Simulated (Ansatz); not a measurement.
Relaxation of C2H3AlN2O (9 atoms, charge 0, multiplicity 1), to a largest force component of 0.015 eV/Å in at most 40 steps.

Level of theory: RKS PBE/STO-3G (Ansatz).

```xyz
9
Properties=species:S:1:pos:R:3:forces:R:3
O 2.563 0.471 0.510 -1.35 0.05 -1.37
C 1.714 0.570 -0.474 2.90 -0.19 3.13
C 0.293 0.165 -0.318 -2.00 3.90 -1.43
N -0.196 -0.929 0.034 1.72 -9.49 3.00
Al -1.975 -0.425 -0.054 -0.16 0.83 -0.35
N -0.932 0.949 -0.517 -3.17 4.48 -1.29
H 2.091 0.927 -1.431 -0.03 0.60 -1.69
H -3.458 -0.870 0.107 0.87 0.29 -0.09
H -1.155 1.967 -0.820 1.22 -0.47 0.10
```

Task: Where does it end, and by what steps?

Result: The run converged. Limits of this set-up: minimal basis. After 21 steps the energy has fallen by 1.640 eV; H7 moved furthest, 1.00 Å. The start is strongly strained (largest force component 9 eV/Å).

```tsv
step	energy less start (eV)	largest force component (eV/Å)	accepted
0	0.0000	9.492	yes
1	-1.3130	1.617	yes
2	-1.4670	0.943	yes
3	-1.4868	1.326	yes
4	-1.5424	0.467	yes
5	-1.5610	0.224	yes
6	-1.5808	0.157	yes
7	-1.5934	0.287	yes
8	-1.6179	0.124	yes
9	-1.6223	0.117	yes
10	-1.6246	0.181	yes
11	-1.6260	0.137	yes
12	-1.6249	0.470	no
13	-1.6290	0.130	yes
14	-1.6339	0.442	yes
15	-1.6382	0.141	yes
16	-1.6396	0.072	yes
17	-1.6398	0.036	yes
18	-1.6399	0.067	yes
19	-1.6401	0.017	yes
20	-1.6402	0.042	yes
21	-1.6403	0.013	yes
```

```xyz
9
Properties=species:S:1:pos:R:3
O 2.638 0.121 0.195
C 1.620 0.656 -0.333
C 0.193 0.063 -0.306
N -0.158 -1.114 0.295
Al -1.897 -0.483 -0.099
N -0.903 0.704 -1.054
H 1.669 1.650 -0.888
H -3.349 -0.537 0.323
H -0.867 1.765 -1.096
```

Time of the run: 51 s on 1 thread of Arm Neoverse V2, with other jobs on the host, peak memory 0.14 GiB.
